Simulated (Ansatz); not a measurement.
`C[O][GeH]([Cl])[SeH]` + `O[SiH3]` → `C[O][GeH]([Cl])[O][SiH3]` + H₂Se  (ligand exchange at a Ge–Se bond)

Calculated with Ansatz (gas phase, PBE0-D4/def2-TZVP geometries, no zero-point term in ΔE). CCSD(T)/CBS adds triple-zeta CCSD(T) − MP2 to the extrapolated MP2 energy (def2 sets, frozen cores). Functionals use def2-TZVPP. B3LYP here is the variant with VWN-RPA as its local correlation; programs differ in this. For Ge, Se outer-core shells are correlated without core-valence functions, which leaves a few kJ/mol of doubt a bond. Scalar relativity is left out up to krypton. Each species was taken in one conformer, which may not be the lowest.

`C[O][GeH]([Cl])[SeH]`:

Cartesian coordinates in Å:
```
C 1.023 1.147 -0.381
O 0.246 0.917 0.776
Ge -0.896 -0.420 0.828
Cl -2.399 -0.065 -0.674
Se 0.122 -2.477 0.340
H 1.609 0.263 -0.658
H 0.398 1.439 -1.233
H 1.710 1.965 -0.157
H -1.515 -0.377 2.223
H -0.299 -2.392 -1.064
```

`O[SiH3]`:

Cartesian coordinates in Å:
```
O -0.346 -0.621 -1.066
Si 0.247 0.097 0.293
H -1.236 -0.396 -1.340
H 0.292 1.579 0.156
H 1.618 -0.433 0.467
H -0.577 -0.227 1.490
```

`C[O][GeH]([Cl])[O][SiH3]`:

```xyz
13

C    -1.203    0.713    1.472
O     0.085    0.285    1.868
Ge    1.007   -0.812    0.861
Cl   -0.151   -2.590    0.538
O     1.301   -0.098   -0.710
Si    0.498    0.200   -2.111
H    -1.879   -0.132    1.304
H    -1.608    1.325    2.280
H    -1.165    1.324    0.563
H     2.327   -1.113    1.550
H    -0.575   -0.803   -2.335
H    -0.115    1.554   -2.057
H     1.477    0.147   -3.224
```

H₂Se:

Z-matrix (Å, degrees):
```
Se
H 1 1.467
H 1 1.467 2 91.2
```

| level | ΔE (eV) |
| --- | --- |
| r2SCAN-D4 | 0.08 |
| B3LYP-D4 | 0.05 |
| PBE0 | 0.16 |
| B3LYP | 0.08 |
| HF/def2-TZVPP | -0.11 |
| MP2/def2-TZVPP | 0.05 |
| MP2/def2-QZVPP | 0.07 |
| HF/CBS(def2) | -0.14 |

(1) What does CCSD(T)/CBS give? (Best estimate.)

Largest T1 diagnostic among the species: 0.012.

## Answers

(1) Ansatz gave: +0.04 eV. The listed levels differ from it by 0.04, 0.01, 0.12, 0.04, -0.15, 0.01, 0.03, -0.18 eV.

In def2-TZVPP, CCSD(T) changes the Hartree–Fock value by +0.10 eV (the triples alone add +0.02 eV) and MP2 by +0.16 eV. The D4 term adds −0.03 eV with B3LYP and −0.02 eV with PBE0; it sums over pairs of atoms, weighted by their polarisabilities, and B3LYP, whose exchange is more repulsive, gets the larger term. From PBE to PBE0 (25 % exact exchange), in def2-TZVPP and without D4, ΔE moves by −0.04 eV.
